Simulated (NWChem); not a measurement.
System: HfCl3 cation; SMILES [Cl][Hf+]([Cl])[Cl]

Here is an NWChem input.

```
start job
memory heap 200 mb stack 900 mb global 1100 mb
charge 1
geometry units angstroms noautoz
  Hf     0.000000     0.000000     0.290578
  Cl     0.709421    -1.987217    -0.531579
  Cl    -2.075691     0.379232    -0.531579
  Cl     1.366270     1.607985    -0.531579
end
basis spherical
  Hf library def2-svp
  Cl library def2-svp
end
ecp
  Hf library def2-ecp
end
dft
  xc xcamb88 1.00 lyp 1.0 hfexch 1.00
  cam 0.33 cam_alpha 0.0 cam_beta 1.0
  iterations 150
  mulliken
end
task dft energy
```

Excerpt of the output:

```
             Northwest Computational Chemistry Package (NWChem) 7.3.0
             --------------------------------------------------------

 C3  symmetry detected

                             Geometry "geometry" -> ""
                             -------------------------

 Output coordinates in angstroms (scale by  1.889725989 to convert to a.u.)

  No.       Tag          Charge          X              Y              Z
 ---- ---------------- ---------- -------------- -------------- --------------
    1 Hf                  72.0000     0.00000000     0.00000000     0.34089437
    2 Cl                  17.0000    -1.74668579    -1.18380676    -0.48126263
    3 Cl                  17.0000    -0.15186383     2.10457765    -0.48126263
    4 Cl                  17.0000     1.89854962    -0.92077089    -0.48126263

 Effective nuclear repulsion energy (a.u.)     983.5985940367

      Symmetry information
      --------------------

 Group name             C3
 Group number              5
 Group order               3
 No. of unique centers     2

                                 NWChem DFT Module
                                 -----------------

 Summary of "ao basis" -> "ao basis" (spherical)
 ------------------------------------------------------------------------------
       Tag                 Description            Shells   Functions and Types
 ---------------- ------------------------------  ------  ---------------------
 Hf                         def2-svp                12       32   6s3p2d1f
 Cl                         def2-svp                 8       18   4s3p1d

      Symmetry analysis of basis
      --------------------------

        a          32
        e+         27
        e-         27

  Rotation of axis

            General Information
            -------------------
          SCF calculation type: DFT
          Wavefunction type:  closed shell.
          No. of atoms     :     4
          No. of electrons :    62
           Alpha electrons :    31
            Beta electrons :    31
          Charge           :     1
          Spin multiplicity:     1
          Use of symmetry is: on ; symmetry adaption is: on
          Maximum number of iterations: 150
          AO basis - number of functions:    86
                     number of shells:    36
          Convergence on energy requested:  1.00D-06
          Convergence on density requested:  1.00D-05
          Convergence on gradient requested:  5.00D-04

              XC Information
              --------------
                     Hartree-Fock (Exact) Exchange  1.000
                   CAM-Becke88 Exchange Functional  1.000
              Lee-Yang-Parr Correlation Functional  1.000

           Range-Separation Parameters
           ---------------------------
           Alpha           :  0.00
           Beta            :  1.00
           Gamma           :  0.33
           Short-Range HF  :     F

             Grid Information
             ----------------
          Grid used for XC integration:  medium
          Radial quadrature: Mura-Knowles
          Angular quadrature: Lebedev.
          Tag              B.-S. Rad. Rad. Pts. Rad. Cut. Ang. Pts.
          ---              ---------- --------- --------- ---------
          Hf                  1.55      123           9.0       590
          Cl                  1.00       88          10.0       590
          Grid pruning is: on
          Number of quadrature shells:   211
          Spatial weights used:  Erf1

      Superposition of Atomic Density Guess
      -------------------------------------

 Sum of atomic energies:       -1429.90879789

 Renormalizing density from      63.00 to     62

      Non-variational initial energy
      ------------------------------

 Total energy =   -1411.658877
 1-e energy   =   -2478.664100
 2-e energy   =     798.459112
 HOMO         =      -0.726319
 LUMO         =      -0.276343

      Symmetry analysis of molecular orbitals - initial
      -------------------------------------------------

  Numbering of irreducible representations:

     1 a           2 e+          3 e-

  Orbital symmetries:

     1 a           2 e+          3 e+          4 a           5 e+
     6 e+          7 a           8 e+          9 e+         10 e+
    11 e+         12 a          13 a          14 e+         15 e+
    16 a          17 e+         18 e+         19 a          20 a
    21 e+         22 e+         23 a          24 e+         25 e+
    26 e+         27 e+         28 a          29 e+         30 e+
    31 a          32 a          33 e+         34 e+         35 e+
    36 e+         37 a          38 a          39 e+         40 e+
    41 a

     ---------------------------------------------
      Total Density - Mulliken Population Analysis
     ---------------------------------------------

    Atom       Charge   Shell Charges
 -----------   ------   -------------------------------------------------------
    1 Hf  12     9.40   0.03 -0.29  1.75  0.52  0.32  0.03  5.50  0.59  0.06  0.66  0.13  0.10
    2 Cl  17    17.53   2.00  2.00  1.33  0.61  5.96  2.47  3.15  0.01
    3 Cl  17    17.53   2.00  2.00  1.33  0.61  5.96  2.47  3.15  0.01
    4 Cl  17    17.53   2.00  2.00  1.33  0.61  5.96  2.47  3.15  0.01

   convergence    iter        energy       DeltaE   RMS-Dens  Diis-err
 ---------------- ----- ----------------- --------- --------- ---------
 d= 0,ls=0.0,diis     1  -1426.9098719320 -1.70D+03  3.79D-02  2.90D+00
 d= 0,ls=0.0,diis     2  -1426.2326720967  6.77D-01  2.48D-02  8.37D+00
 d= 0,ls=0.0,diis     3  -1427.2568170971 -1.02D+00  2.78D-03  4.11D-02
 d= 0,ls=0.0,diis     4  -1427.2633282857 -6.51D-03  5.57D-04  2.55D-03
 d= 0,ls=0.0,diis     5  -1427.2637194835 -3.91D-04  1.81D-04  1.15D-04
  Resetting Diis
 d= 0,ls=0.0,diis     6  -1427.2637501370 -3.07D-05  9.63D-05  8.13D-06
 d= 0,ls=0.0,diis     7  -1427.2637556087 -5.47D-06  2.31D-05  9.30D-07
 d= 0,ls=0.0,diis     8  -1427.2637561155 -5.07D-07  9.88D-06  2.15D-07

         Total DFT energy =    -1427.263756115459
      One electron energy =    -2507.522633539468
           Coulomb energy =      901.305445330775
    Exchange-Corr. energy =      -89.592678761869
 Nuclear repulsion energy =      268.546110855102

 Numeric. integr. density =       61.999999975942

                  Occupations of the irreducible representations
                  ----------------------------------------------

                     irrep           alpha         beta
                     --------     --------     --------
                     a                11.0         11.0
                     e+               20.0         20.0
                     e-                0.0          0.0

                       DFT Final Molecular Orbital Analysis
                       ------------------------------------

 Vector   29  Occ=2.000000D+00  E=-6.307223D-01  Symmetry=e+
              MO Center=  3.3D-01, -1.1D-01, -4.1D-01, r^2= 5.3D+00
   Bfn.  Coefficient  Atom+Function         Bfn.  Coefficient  Atom+Function
  ----- ------------  ---------------      ----- ------------  ---------------
    81      0.411844  4 Cl pz                78      0.323675  4 Cl pz
    61      0.232520  3 Cl px                63     -0.227814  3 Cl pz
    44     -0.202341  2 Cl py                75      0.186774  4 Cl pz
    58      0.185537  3 Cl px                45     -0.184030  2 Cl pz
    60     -0.179043  3 Cl pz                41     -0.155342  2 Cl py

 Vector   30  Occ=2.000000D+00  E=-6.307223D-01  Symmetry=e+
              MO Center= -3.3D-01,  1.1D-01, -4.1D-01, r^2= 5.3D+00
   Bfn.  Coefficient  Atom+Function         Bfn.  Coefficient  Atom+Function
  ----- ------------  ---------------      ----- ------------  ---------------
    45      0.369307  2 Cl pz                63     -0.344028  3 Cl pz
    42      0.290244  2 Cl pz                60     -0.270378  3 Cl pz
    80     -0.249931  4 Cl py                77     -0.197939  4 Cl py
    39      0.167483  2 Cl pz                57     -0.156019  3 Cl pz
    61     -0.152518  3 Cl px                79     -0.122362  4 Cl px

 Vector   31  Occ=2.000000D+00  E=-6.159664D-01  Symmetry=a
              MO Center=  7.8D-14,  1.3D-13, -4.6D-01, r^2= 5.4D+00
   Bfn.  Coefficient  Atom+Function         Bfn.  Coefficient  Atom+Function
  ----- ------------  ---------------      ----- ------------  ---------------
    61      0.365879  3 Cl px                80     -0.330061  4 Cl py
    44      0.303660  2 Cl py                58      0.289904  3 Cl px
    77     -0.261524  4 Cl py                41      0.240605  2 Cl py
    43     -0.205804  2 Cl px                55      0.166421  3 Cl px
    40     -0.163069  2 Cl px                79     -0.160075  4 Cl px

 Vector   32  Occ=0.000000D+00  E=-2.694847D-01  Symmetry=a
              MO Center= -1.9D-13, -3.5D-13,  9.9D-01, r^2= 3.0D+00
   Bfn.  Coefficient  Atom+Function         Bfn.  Coefficient  Atom+Function
  ----- ------------  ---------------      ----- ------------  ---------------
    18      0.647051  1 Hf d  0               5      0.543482  1 Hf s
     6      0.308312  1 Hf s                  3     -0.253733  1 Hf s
    15      0.218746  1 Hf pz                 4     -0.189885  1 Hf s
     9     -0.159009  1 Hf pz                 2      0.157539  1 Hf s
    23      0.153896  1 Hf d  0              62      0.115988  3 Cl py

[...]
```

Level: LC-BLYP (range parameter 0.33 per bohr)/def2-SVP with def2 effective core potentials on Hf. Coordinates come from a PBE0/def2-SVP optimisation. This spin state was assumed; another may lie lower. def2 effective core potentials on Hf; no spin-orbit coupling.
